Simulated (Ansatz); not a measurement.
The same path of CH₈BNO (12 atoms, charge 0, multiplicity 1) was run twice with different band settings. Lost on the way: B1–H2, N6–H12. Made: H2–H12.

Theory: RKS B3LYP/6-31G* (Ansatz).

Relaxed end points:

```xyz
12
Properties=species:S:1:pos:R:3
B -0.017 0.209 -0.027
H 0.502 -0.512 0.810
H 0.733 0.592 -0.904
O -1.316 -0.176 -0.505
H -1.666 -0.900 0.028
N -0.286 1.661 0.841
H -0.790 2.273 0.197
C 0.935 2.322 1.352
H 1.440 1.630 2.029
H 1.594 2.519 0.505
H 0.711 3.257 1.875
H -0.935 1.461 1.603
```

```xyz
12
Properties=species:S:1:pos:R:3
B -0.095 0.526 -0.442
H -0.862 0.296 3.547
H 0.947 -0.010 -0.713
O -1.301 0.037 -0.896
H -1.179 -0.761 -1.424
N -0.096 1.681 0.358
H -0.985 2.124 0.560
C 1.065 2.368 0.892
H 1.966 1.811 0.620
H 1.163 3.386 0.489
H 1.030 2.441 1.988
H -0.747 0.437 2.825
```

Common settings: movable images 7; climbing image yes; spring 5.0 eV/Å²; optimiser quadratic models (default); force threshold 0.05 eV/Å; iteration limit 60; end points relaxed.

| run | start path |
| --- | --- |
| 1 | through a guess of the saddle point |
| 2 | straight line |

What does each run give, and how far can it be trusted?

Run 1: converged after 15 iterations, highest image 1.704 eV above the first end. Neighbouring images differ by up to 1.8 eV, so the band resolves the path poorly. A vibrational analysis at the climbing image gives one clearly imaginary mode, 1573i cm⁻¹: a first-order saddle point.
Run 2: converged after 35 iterations, highest image 1.704 eV above the first end. Beside the main top the profile has a ripple of under 15 meV (maxima at images 2, 4), which may be a very shallow well or noise. Neighbouring images differ by up to 1.8 eV, so the band resolves the path poorly. Another band between the same ends (7 images) ends at a top of the same energy, where a vibrational analysis finds 1 clearly imaginary mode.
The orbitals stay closed-shell, which can raise the energy where a bond breaks towards radicals; this wasn't checked here.
